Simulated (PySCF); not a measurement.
Si(F)2(GeH3)2, SMILES F[Si](F)([GeH3])[GeH3] (H6F2Ge2Si) (PBE0/def2-SVP optimised geometry):

```
11

F      1.708    -1.496    -0.113
Si     1.203     0.046     0.000
F      1.698     0.782    -1.364
Ge     2.343     1.057     1.832
Ge    -1.179     0.046     0.000
H      1.917     2.531     1.956
H      1.980     0.326     3.136
H      3.863     0.985     1.614
H     -1.708    -0.681    -1.247
H     -1.694     1.496     0.000
H     -1.700    -0.664     1.262
```

Level of theory: PBE0/def2-TZVP run with PySCF.

Problem. What are the frontier orbital energies and the dipole moment?

Solution. HOMO-2 -9.92 eV, HOMO-1 -9.91 eV, HOMO -7.88 eV, LUMO -0.77 eV, LUMO+1 -0.61 eV; dipole moment 1.73 D.

On the same geometry PBE/def2-TZVP (PySCF 2.14.0) gives HOMO-2 -8.60 eV, HOMO-1 -8.57 eV, HOMO -6.75 eV, LUMO -1.54 eV, LUMO+1 -1.44 eV; dipole moment 1.58 D.

Meta-Löwdin charges at PBE0/def2-TZVP: F1 -0.50, Si2 1.06, F3 -0.50, Ge4 0.07, Ge5 0.07, H6 -0.04, H7 -0.03, H8 -0.03, H9 -0.03, H10 -0.03, H11 -0.04.
